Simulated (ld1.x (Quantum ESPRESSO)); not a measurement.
Before and after: TM semilocal potential for technetium

technetium, norm-conserving Troullier–Martins (semilocal form), made with ld1.x (Quantum ESPRESSO) 7.5 (BLYP, scalar-relativistic). Core [Ar] 3d10 4s2, reference 4p6 4d5 5s2 5p0. Waves: 4p (bound): rc 1.20 bohr; 4d (bound): rc 1.60 bohr; 5s (bound): rc 2.30 bohr. Local part: the s channel. Core correction: Bessel-smoothed model core inside 0.75 bohr.

Change: form changed from semilocal to separable (Kleinman–Bylander), still TM; local potential the d channel.

Cutoffs: the cutoffs (Ry, on a coarse ladder) from which the occupation-weighted sum of valence levels, in a spherical-Bessel basis at the reference potential, stays within 10 and 1 mRy of its value at 400 Ry; they do not see the model core or the augmentation charge, which bear on the density cutoff. Errors are all-electron minus pseudo energies relative to the spin-unpolarised reference configuration.

Problem. What does the change do?

Solution. The potential gets neither clearly harder nor softer (100 Ry and 140 Ry → 100 Ry and 140 Ry); a bound ghost appears in s, which as a rule spoils a file; of the 7 tests that both files solve, the error grows in 3 and shrinks in 1 by more than 15 % and 0.3 meV (median size 20.8 → 24.9 meV). In the semilocal form every listed channel keeps its own potential, so the choice of the local channel does not act on these tests. It acts once the file is put into the separable form. A semilocal file is local in each channel, so a ghost entry of none says nothing of the separable form that plane-wave codes build from it.

| quantity | base | changed |
| --- | --- | --- |
| cutoff, loose | 100 Ry | 100 Ry |
| cutoff, tight | 140 Ry | 140 Ry |
| loose cutoff by channel (10 mRy a level) | p 55 Ry, d 40 Ry, s 6 Ry | s 8 Ry, p 55 Ry, d 40 Ry |
| bound ghosts | none | s |
| error for 4p6 4d5 5s1 5p0, meV [ΔE 8.12 eV] | -5.0 | -4.9 |
| error for 4p6 4d5 5s0 5p0, meV [ΔE 23.09 eV] | -28 | -28 |
| error for 4p6 4d4 5s0 5p0, meV [ΔE 51.70 eV] | +32 | +32 |
| error for 4p6 4d5 5s0 5p1, meV [ΔE 12.72 eV] | +2.9 | -25 |
| error for 4p5 4d5 5s2 5p0, meV [ΔE 51.30 eV] | -57 | -75 |
| error for 4p6 4d4 5s2 5p1, meV [ΔE 6.52 eV] | +21 | -6.2 |
| error for 4p6 4d5 5s0 5p2, meV [ΔE 7.76 eV] | +16 | -22 |
| s: phases at 2.51 bohr within 0.05 rad from the reference energy up to (Ry; the scan ends near 5) | 1.7 | 1.5 |
| p: phases at 2.51 bohr within 0.05 rad from the reference energy up to (Ry; the scan ends near 5) | to the end of the scan | to the end of the scan |
| d: phases at 2.51 bohr within 0.05 rad from the reference energy up to (Ry; the scan ends near 5) | to the end of the scan | to the end of the scan |

 A true bound ghost makes a file unfit for plane-wave use even where its test errors are small: the radial tests pick states by their node count and pass the ghost by.
